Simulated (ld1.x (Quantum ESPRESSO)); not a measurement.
## Before and after: PAW potential for Mg

ld1.x (Quantum ESPRESSO) 7.5 input, shortened:

```
&input
   title='Mg', zed=12., rel=0, dft='PZ', iswitch=3,
   config='[Ne] 3s1.5 3p0.5 3d-2'
 /
 &inputp
   pseudotype=3, lpaw=.true., tm=.true., lloc=-1, rcloc=1.10,
   nlcc=.true., new_core_ps=.true., rcore=0.75,
   which_augfun='BESSEL', rmatch_augfun=0.60
 /
6
2S  1  0   2.00   0.00  1.00  1.10  0.0
3S  2  0   1.50   0.00  1.00  1.10  0.0
2P  2  1   6.00   0.00  1.05  1.10  0.0
3P  3  1   0.50   0.00  1.05  1.10  0.0
3D  3  2  -2.00   0.15  0.80  1.15  0.0
3D  3  2  -2.00   0.50  0.80  1.15  0.0
 &test
   configts(1)='2s2 2p6 3s1.5 3p0.5'
 /
```

Change: all radii but the core radius scaled by about 1.22 (s 1.34, p 1.34, d 1.40 bohr, rcut 1.22/1.28/0.98); local potential all-electron potential smoothed inside 1.34 bohr (lloc = -1); augmentation BESSEL, radius 0.72 bohr.

Cutoffs: the cutoffs (Ry, on a coarse ladder) from which the occupation-weighted sum of valence levels, in a spherical-Bessel basis at the reference potential, stays within 10 and 1 mRy of its value at 400 Ry; they do not see the model core or the augmentation charge, which bear on the density cutoff. Errors are all-electron minus pseudo energies relative to the spin-unpolarised reference configuration.

Q: What does the change do?

A: The potential gets softer (70 Ry and 120 Ry → 55 Ry and 80 Ry); the number of tests with a reliable result goes from 9 to 1 (the test run of the changed file stopped, so its transferability is not established); neither file shows a bound ghost. A larger radius leaves more room for a smooth pseudo-wave, so fewer plane waves are needed.

```tsv
quantity	base	changed
cutoff, loose	70 Ry	55 Ry
cutoff, tight	120 Ry	80 Ry
loose cutoff by channel (10 mRy a level)	s 40 Ry, p 55 Ry	s 45 Ry, p 55 Ry
bound ghosts	none	none
tests with a reliable result	9 of 9	1 of 9 (the test run stopped)
error for 2s2 2p6 3s2 3p0, meV [ΔE -1.72 eV]	0.0	0.0
lowest overlap eigenvalue by channel	s 0.29, p 0.41, d 0.97	s 0.15, p 0.14, d 0.97
```
